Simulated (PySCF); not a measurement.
## NaSe⁺: from constants to spectrum

UHF-CCSD(T) constants of NaSe⁺, ³Σ⁻ (triplet), unpaired electrons π ↑↑ (PySCF, no relativity, basis sets Na def2-SVP, Se def2-SVP; masses 22.9898 and 79.9165 u):

| Property | Result |
| --- | --- |
| ωe | 140.8 cm⁻¹ |
| ωexe | 1.09 cm⁻¹ |
| Be | 0.1006 cm⁻¹ |
| αe | 0.00103 cm⁻¹ |
| De to Na⁺ + Se | 0.60 eV |

Q: What force constant and bond length do these constants imply?

A: Reduced mass μred = 17.854 u; k = 5.8918×10⁻⁷·μred·ωe² (u, cm⁻¹, mdyn/Å) = 0.209 mdyn/Å; Re = √(16.8576/(μred·Be)) (u, cm⁻¹, Å) = 3.064 Å.

Q: Estimate the centrifugal constant D from the Kratzer relation and find the Dunham coefficient a1.

A: D = 4Be³/ωe² = 2.05e-07 cm⁻¹; a1 = −1 − αeωe/(6Be²) = -3.39.

Correlated steps freeze 10 core orbitals. Correlated levels converge slowly with the basis: in double zeta they bind strong bonds too weakly, by up to about 1 eV, and carry superposition errors of some tenths. Spin–orbit coupling is left out. For an ion De counts to the pair picked by the measured ionisation energies or electron affinities, which need not be the lowest pair at this level. The state was picked by a PBE0 search and need not be the measured ground state.
